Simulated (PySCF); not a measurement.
# Two-component Hartree-Fock for Pm⁴²⁺ (promethium, charge +42)

Start: [Ar] 3d1; 3d5/2 filled at m_j = +5/2. Calculated with PySCF 2.14 in an uncontracted even-tempered set (16 s from 9.4 bohr⁻², ratio 2.8; 12 p from 12 bohr⁻², ratio 2.8; 8 d from 12 bohr⁻², ratio 2.8; 3 f from 37 bohr⁻², ratio 3): generalised Hartree-Fock with the X2C-1e Hamiltonian and a Gaussian nucleus; one run each with spin-orbit coupling (SO) screened by Boettger's factors, then bare. This is a chosen level, not necessarily the ground level.

| spinor shell | electrons | ε, screened SO (eV) | ε, bare SO (eV) | weight of nominal j (bare SO) | rms radius, bare SO (bohr) |
| --- | --- | --- | --- | --- | --- |
| 1s1/2 | 2 | -47877.0 | -47876.6 | 1.000 | 0.0264 |
| 2s1/2 | 2 | -9895.1 | -9895.1 | 1.000 | 0.106 |
| 2p1/2 | 2 | -9500.3 | -9515.6 | 1.000 | 0.0905 |
| 2p3/2 | 4 | -8929.9 | -8924.3 | 1.000 | 0.0966 |
| 3s1/2 | 2 | -3717.5 | -3717.5 | 1.000 | 0.261 |
| 3p1/2 | 2 | -3555.4 | -3559.1 | 0.999 | 0.250 |
| 3d5/2 | 1 | -3191.2 | -3188.8 | 1.000 | 0.227 |

(1) Where does 3p3/2 lie, and what is the 3p spin-orbit splitting (bare SO)?

| quantity | screened SO | bare SO |
| --- | --- | --- |
| E (hartree) | -8527.25354 | -8527.54754 |
| M_J | 5/2 | 5/2 |
| ⟨J²⟩ | 8.751 | 8.751 |
| ⟨L²⟩ | 6.024 | 6.026 |
| ⟨S²⟩ | 0.774 | 0.776 |

Each row is a mean over spinors that exchange with the open shell spreads, by up to 22.201 eV (3p3/2).

Breit and QED terms are absent; they matter most for the inner s and p1/2 levels.

Densities and radii are taken from the X2C orbitals without a picture-change correction, which distorts them close to the nucleus.

Results:

(1) At -3418.1 eV, 141.09 eV above 3p1/2.
